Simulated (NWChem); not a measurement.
# Ionisation of diethyl sulfide (C4H10S)

```xyz
15

C      2.5777    -0.0638    -0.2523
C      1.1300     0.3063    -0.5610
S      0.0472    -0.1738     0.8405
C     -1.5758     0.4465     0.2588
C     -2.2277    -0.3756    -0.8501
H      2.9369     0.4509     0.6529
H      3.2347     0.2209    -1.0899
H      2.6863    -1.1480    -0.0903
H      1.0330     1.3930    -0.7240
H      0.7933    -0.2016    -1.4790
H     -1.4595     1.5020    -0.0405
H     -2.2050     0.4430     1.1633
H     -2.3553    -1.4239    -0.5391
H     -1.6247    -0.3692    -1.7719
H     -3.2209     0.0336    -1.1028
```
Charge 0, spin multiplicity 1.

All runs are NWChem calculations. Structure: optimised with B3LYP/def2-SVP, with no frequency check, so it may be a saddle point. It is one conformer; others weren't searched.

Basis set: def2-SVP. The species with one electron less has spin multiplicity 2 and keeps the geometry of the parent. Δ marks differences of total energies (open shells unrestricted). −ε marks an orbital energy of the parent. That orbital need not have the symmetry of the hole or added electron in the Δ rows.

B3LYP has NWChem's definition, with VWN1-RPA local correlation. No SCF solution was tested for a lower state.

Question: For the first vertical ionisation energy, ΔBHandHLYP gives 8.32 eV and ΔPBE0 gives 8.37 eV. What do G0W0@PBE, −ε(HOMO) of PBE, −ε(HOMO) of PBE0 give?

Answer: G0W0@PBE: 7.45 eV; −ε(HOMO) of PBE: 4.83 eV; −ε(HOMO) of PBE0: 6.11 eV.
